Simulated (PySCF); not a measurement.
# Working out the excitation energy of Sb

Sb [Kr] 4d10 5s2 5p3 (4S) → Sb [Kr] 4d10 5s2 5p2 6s1 (4P). Computed with PySCF 2.14 in aug-cc-pwCVDZ-PP with ECP28MDF, with a scalar-relativistic core potential. Frozen: nothing. Energies in hartree (1 hartree = 27.21139 eV):

```json
{"part": "UHF", "Sb (lower)": "-239.273470", "Sb (upper)": "-239.060052"}
{"part": "MP2 opposite-spin", "Sb (lower)": "-0.285158", "Sb (upper)": "-0.285416"}
{"part": "MP2 same-spin", "Sb (lower)": "-0.163413", "Sb (upper)": "-0.160563"}
```

Task: What does Hartree-Fock give?

Result: (-239.060052) − (-239.273470) = 0.213418 hartree = 5.807 eV.

Task: What do MP2 and SCS-MP2 (6/5 opposite-spin, 1/3 same-spin) give?

Result: The opposite-spin parts differ by -0.007 eV and the same-spin parts by 0.078 eV. MP2: 5.807 + (-0.007) + (0.078) = 5.878 eV. SCS-MP2: 5.807 + 1.2 × (-0.007) + (0.078)/3 = 5.825 eV.

Measured between the centres of the two terms (NIST): 5.789 eV, so MP2 (valence and next inner shell) is off by 0.089 eV.

A double-zeta basis recovers only part of the correlation energy.

What remains against the reference includes basis incompleteness and correlation beyond second order.
